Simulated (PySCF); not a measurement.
C6H3FSi. Atoms are numbered in the order given.

```xyz
11

C     -2.5073    -1.4476     0.6950
C     -1.5002    -0.8661     0.3003
Si     0.0000     0.0000    -0.2748
F      0.0000     0.0000    -1.9104
C      1.5002    -0.8661     0.3003
C      2.5073    -1.4476     0.6950
C      0.0000     1.7323     0.3003
C      0.0000     2.8952     0.6950
H     -3.3958    -1.9606     1.0413
H      3.3958    -1.9606     1.0413
H      0.0000     3.9211     1.0413
```
Charge 0, spin multiplicity 1.

Coordinates come from a PBE-D3(BJ)/def2-SVP optimisation.

Computed with B3LYP/pcSseg-1 (PySCF).

GIAO shieldings, no solvent; atoms alike by connectivity are averaged. δ = σ(ref) − σ: ¹³C against TMS (σ = 181.3 ppm); ²⁹Si against TMS (σ = 338.7 ppm); ¹⁹F against CFCl3 (σ = 161.7 ppm); ¹H against TMS (σ = 31.68 ppm), references at their B3LYP-D3(BJ)/def2-TZVP geometries, non-relativistic.

```tsv
nucleus	atoms	count	δ (ppm)
¹³C	C1, C6, C8	3	103.7
¹³C	C2, C5, C7	3	86.7
²⁹Si	Si3	1	-77.8
¹⁹F	F4	1	-157.8
¹H	H9, H10, H11	3	2.91
```
